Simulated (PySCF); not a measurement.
Harmonic spectrum computed at PBE0 in the def2-TZVP basis family (core potentials from Rb on, PySCF, no spin–orbit coupling):

```csv
ω (cm⁻¹),"IR (km/mol, summed over degenerate members)",degeneracy
554,296,2
2017,0.0,1
2110,0.3,1
```

Which molecule gave it? In each, all ligands are bound to the one heavy central atom.
A. GaH₂⁺ (singlet)
B. SiH₂⁺ (doublet)
C. AlH₂⁺ (singlet)
D. GeH₂⁺ (doublet)

C. It has D∞h symmetry with Al–H 1.554 Å (×2).
